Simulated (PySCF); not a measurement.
## TcOF₂: one-bond stretch

Level of theory: PySCF, UPBE0, basis Tc def2-SVP with ECP28, O def2-SVP, F def2-SVP (scalar-relativistic core potentials, no spin–orbit coupling, density fitting).

Rigid scan from the quartet minimum (Tc–F 1.847 Å (×2), Tc–O 1.665 Å; F–Tc–F 130.0°, F–Tc–O 115.0° (×2)). Coordinate: the bond from Tc to the last atom (F) scaled, the rest fixed. Energies in kJ/mol from the minimum.

| scale of one bond | E (kJ/mol) | dipole size (D) | ⟨S²⟩ |
| --- | --- | --- | --- |
| 0.92 | 39.0 | 1.52 | 3.76 |
| 0.96 | 8.5 | 1.12 | 3.76 |
| 1.00 | 0.0 | 0.82 | 3.76 |
| 1.05 | 9.9 | 0.70 | 3.77 |
| 1.12 | 46.7 | 1.00 | 3.77 |
| 1.20 | 104.8 | 1.55 | 3.77 |
| 1.35 | 223.9 | 2.50 | 3.79 |
| 1.55 | 351.7 | – | 4.07 |
| 1.80 | 433.0 | – | 4.39 |
| 2.20 | 481.3 | – | 4.60 |

Spin contamination is strong at 1.55, 1.80, 2.20, so these points are less reliable.

Other spin states or occupations of the open shell can lie lower.

Other isomers or separated fragments may lie lower.
